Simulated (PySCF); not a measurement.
Dipole response of Br⁺ (bromine, charge +1)

[Ar] 3d10 4s2 4p4, high-spin 3P determinant. Computed with PySCF 2.14 in aug-cc-pV5Z-PP with ECP10MDF, with scalar relativity through the core potential. Coupled (time-dependent) response in atomic units; α is the mean over directions.

| method | mean α (bohr³) | α xx, yy, zz | C₆ (like pair) | S(−4) |
| --- | --- | --- | --- | --- |
| UHF | 12.30 | 12.05, 12.80, 12.05 | 75.95 | 30.99 |
| PBE | 12.84 | 12.44, 13.65, 12.44 | 79.96 | 35.55 |

S(−4) is the Cauchy moment in α(ω) = α(0) + S(−4) ω² + …

Spin-orbit coupling is absent.

α(iu) at PBE:

| u (hartree) | α(iu) (bohr³) |
| --- | --- |
| 0 | 12.84 |
| 0.0500 | 12.76 |
| 0.100 | 12.50 |
| 0.200 | 11.59 |
| 0.300 | 10.37 |
| 0.500 | 7.858 |
| 0.750 | 5.453 |
| 1.00 | 3.888 |
| 1.50 | 2.213 |
| 2.00 | 1.429 |
| 3.00 | 0.7572 |
| 5.00 | 0.3390 |

For an ion, C₆ is the dispersion term alone; charge-induced terms of lower order in 1/R come first.

The components differ because the open shell of this determinant is not spherical; for a pure term their mean is the scalar polarisability.

Energies and moments cover only the electrons outside the core potential.
